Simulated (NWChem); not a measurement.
# C$_{3}$H$_{7}$BO; SMILES OB1CCC1

```xyz
12

O      0.0695    -1.9600     0.0905
B      0.0162    -0.6167    -0.0829
C      1.1587     0.4823    -0.1195
C      0.0073     1.4982     0.2023
C     -1.1424     0.4787    -0.1216
H     -0.8172    -2.3499     0.1407
H      1.9963     0.4356     0.5847
H      1.5725     0.6447    -1.1233
H      0.0030     2.4192    -0.3907
H      0.0041     1.7768     1.2613
H     -1.9859     0.4417     0.5783
H     -1.5510     0.6410    -1.1280
```
Atoms are numbered in this order, from 1.

Computed with NWChem. Coordinates come from a B3LYP/6-31G* (spherical d) optimisation. Hybrids' shares of exact exchange are those that their runs print; pure functionals count as 0. The functionals differ in more than this share.

```
row                     share of exact exchange  highest occupied level (eV)
----------------------  -----------------------  ---------------------------
PBE/def2-TZVP                              0.00                        -6.48
BLYP/def2-TZVP                             0.00                        -6.41
TPSSh/def2-TZVP                            0.10                        -7.13
B3LYP/def2-TZVP                            0.20                     withheld
Hartree-Fock/def2-TZVP                     1.00                       -11.26
```

**Question.** Fit a straight line of the last column on the one before it, predict the withheld value, and compare with the run.

**Answer.** 
1. Means of the 4 shown rows: x = 0.275, y = -7.820. Slope Σ(x − x̄)(y − ȳ)/Σ(x − x̄)² = -3.371/0.7075 = -4.765; intercept -6.510.
2. The shown rows scatter about the line by 0.089 (root mean square); the largest residual is -0.14, at TPSSh/def2-TZVP.
3. At x = 0.20 (B3LYP/def2-TZVP; inside the shown range) the line gives -7.46.
4. The run gives -7.68, -0.22 from the line, 2.5 times the scatter.
